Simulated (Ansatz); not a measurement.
Coupled-cluster run, C5H11FHfN2Si, SMILES `[NH2][Hf]1234([NH2])([F])[C@@H]5[C@H]1[C@H]2[C@@]3([SiH3])[C@@H]54`.

```yaml
crystal:
  periodic: [false, false, false]
  atoms:
    - {symbol: N, position_ang: [-0.557547, -1.987752, 1.527298]}
    - {symbol: Hf, position_ang: [0.044163, -0.082795, 1.112364]}
    - {symbol: N, position_ang: [-1.006783, 0.992392, 2.490905]}
    - {symbol: F, position_ang: [1.915235, -0.167054, 1.587060]}
    - {symbol: C, position_ang: [-0.398691, 1.973963, -0.410782]}
    - {symbol: C, position_ang: [-1.461135, 1.061964, -0.619325]}
    - {symbol: C, position_ang: [-0.926084, -0.104026, -1.192219]}
    - {symbol: C, position_ang: [0.483569, 0.063190, -1.334441]}
    - {symbol: Si, position_ang: [1.701704, -1.149739, -2.041696]}
    - {symbol: C, position_ang: [0.784820, 1.369621, -0.859458]}
    - {symbol: H, position_ang: [0.008434, -2.814771, 1.395864]}
    - {symbol: H, position_ang: [-1.490109, -2.272569, 1.789473]}
    - {symbol: H, position_ang: [-1.504791, 1.863975, 2.408647]}
    - {symbol: H, position_ang: [-1.010647, 0.705423, 3.461615]}
    - {symbol: H, position_ang: [-0.482774, 2.957402, 0.028598]}
    - {symbol: H, position_ang: [-2.498923, 1.228104, -0.368737]}
    - {symbol: H, position_ang: [-1.484163, -0.989580, -1.460017]}
    - {symbol: H, position_ang: [1.693076, -2.423167, -1.270760]}
    - {symbol: H, position_ang: [1.355860, -1.470098, -3.452310]}
    - {symbol: H, position_ang: [3.058884, -0.552006, -1.987431]}
    - {symbol: H, position_ang: [1.775894, 1.797524, -0.804636]}
basis:
  gaussian: {orbitals: def2-SVP}
correlation: {method: ccsd_t}
```

```sh
$ ansatz run in.yaml --threads 4 --pin off --events-out ev --progress --plain --backend cuda
```

The program prints (abridged):

```
Functional definition: HF
  name "HF"
  cite "Fock, Z. Phys. 61, 126 (1930) doi:10.1007/BF01340294"
  parent pbe
  exchange = exact_x
  correlation = 0
2198 factors; integrals over basis functions are off by at most 1.4e-3 eV
mean field evaluation 1: about -20134.5303 eV, gradient 6.2e1 eV
mean field evaluation 2: about -20134.7564 eV, gradient 6.2e1 eV
mean field evaluation 4: about -20143.7032 eV, gradient 5.3e0 eV
mean field evaluation 8: about -20143.8223 eV, gradient 4.5e-1 eV
mean field -20143.82303204 eV, -740.2718424538 hartree, gradient 2.6e-6 eV, S^2 0.000000; 0 other end points of the search recorded, 0 dependent functions left out
13 core orbitals not correlated: weight in the atoms' cores, before any rotation towards them, 1.000 or more for the frozen orbitals, at most 0.000 for the correlated occupied ones
reference -20143.82303204 eV, -740.2718424538 hartree; 32, 32 occupied and 172, 172 virtual orbitals, 2198 factors
second order -42.11160823 eV of doubles, -0.00000000 eV of singles
cycle   1  -42.14929964 eV  change   -3.8e-2 eV  update   1.8e-1
cycle   2  -43.28175854 eV  change    -1.1e0 eV  update   6.0e-2
cycle   3  -43.61605290 eV  change   -3.3e-1 eV  update   3.1e-2
cycle   4  -43.61511108 eV  change    9.4e-4 eV  update   8.5e-3
cycle   5  -43.60679216 eV  change    8.3e-3 eV  update   3.8e-3
cycle   6  -43.60790289 eV  change   -1.1e-3 eV  update   1.4e-3
cycle   7  -43.60759210 eV  change    3.1e-4 eV  update   5.0e-4
cycle   8  -43.60727225 eV  change    3.2e-4 eV  update   2.1e-4
cycle   9  -43.60735096 eV  change   -7.9e-5 eV  update   7.0e-5
cycle  10  -43.60740372 eV  change   -5.3e-5 eV  update   2.7e-5
perturbative correction -1.61844854 eV, -0.0594768868 hartree
Total energy: -20189.04888429 eV, -741.9338618689 hartree
```

Run time 7 s (4 threads of an AMD EPYC 7R13 on a shared host and a share of an NVIDIA H100 80 GB); peak host memory 0.83 GiB.

MP2 recovers 93.1 % of the CCSD(T) correlation energy and the triples give 3.6 %; T1 = 0.0142.
